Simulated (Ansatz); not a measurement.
`CCCCCCCCCCO` with charge -1. Charge -1, multiplicity 2. Geometry PBE0-D4/def2-SVP, that of the neutral singlet; atoms count from 1.

Cartesian coordinates in Å:
```
C -1.1062 1.0426 5.4162
C -0.3899 0.4592 4.2088
C -0.8311 1.0716 2.8865
C -0.1146 0.4968 1.6730
C -0.5616 1.1166 0.3551
C 0.1896 0.6224 -0.8774
C -0.0309 -0.8507 -1.2018
C 0.7087 -1.3454 -2.4413
C 0.2573 -0.7181 -3.7546
C 0.9523 -1.3067 -4.9738
O 2.3392 -1.0886 -4.9831
H -2.1956 0.8906 5.3470
H -0.9322 2.1278 5.4981
H -0.7656 0.5803 6.3552
H 0.7005 0.5939 4.3232
H -0.5515 -0.6331 4.1732
H -1.9215 0.9337 2.7660
H -0.6733 2.1655 2.9201
H 0.9756 0.6408 1.7904
H -0.2706 -0.5961 1.6510
H -1.6440 0.9380 0.2178
H -0.4486 2.2127 0.4249
H 1.2720 0.8055 -0.7433
H -0.1118 1.2372 -1.7415
H 0.2798 -1.4662 -0.3412
H -1.1139 -1.0357 -1.3278
H 0.5905 -2.4421 -2.5122
H 1.7907 -1.1604 -2.3034
H -0.8331 -0.8524 -3.8706
H 0.4436 0.3686 -3.7422
H 0.5607 -0.8332 -5.8882
H 0.7111 -2.3883 -5.0491
H 2.7242 -1.5868 -4.2550
```

The highest occupied level of the charge -1 doublet lies above zero (up to 3.14 eV). By energy differences it is unbound by 2.08 eV (vertical, to the charge 0 singlet, at PBE0-D4/def2-TZVP) and held by the finite basis.

Question: Estimate the Mulliken populations of the heavy atoms from the PBE0/def2-TZVP orbitals of Ansatz.

Answer: 
```json
{"atom": "C1", "charge (e)": "0.03", "spin (α − β)": "-0.38"}
{"atom": "C2", "charge (e)": "-0.07", "spin (α − β)": "-0.06"}
{"atom": "C3", "charge (e)": "0.15", "spin (α − β)": "-0.32"}
{"atom": "C4", "charge (e)": "-0.32", "spin (α − β)": "0.10"}
{"atom": "C5", "charge (e)": "-0.01", "spin (α − β)": "-0.12"}
{"atom": "C6", "charge (e)": "-0.21", "spin (α − β)": "0.03"}
{"atom": "C7", "charge (e)": "-0.28", "spin (α − β)": "0.09"}
{"atom": "C8", "charge (e)": "0.28", "spin (α − β)": "-0.45"}
{"atom": "C9", "charge (e)": "-0.32", "spin (α − β)": "0.15"}
{"atom": "C10", "charge (e)": "0.23", "spin (α − β)": "-0.22"}
{"atom": "O11", "charge (e)": "-0.38", "spin (α − β)": "-0.07"}
```
Mulliken values and Mayer orders depend strongly on the basis.

Question: Where does the spin sit?

Answer: Summed by element: C -1.17, O -0.07, H 2.25, of 1 unpaired in all. Largest on single atoms: C8 -0.45, H33 0.40, C1 -0.38.

Question: And the Mayer bond orders between bonded heavy atoms (over 0.3)?

Answer: C1–C2 1.08 (1.52 Å); C2–C3 1.08 (1.52 Å); C3–C4 0.95 (1.52 Å); C4–C5 1.02 (1.52 Å); C5–C6 0.96 (1.53 Å); C6–C7 1.05 (1.52 Å); C7–C8 0.85 (1.53 Å); C8–C9 0.85 (1.52 Å); C9–C10 0.93 (1.52 Å); C10–O11 1.13 (1.40 Å). Values over 0.3 also appear between atoms too far apart for a bond (C1–C8 0.30 at 8.41 Å); they arise where an orbital or an unpaired electron spreads over both atoms.
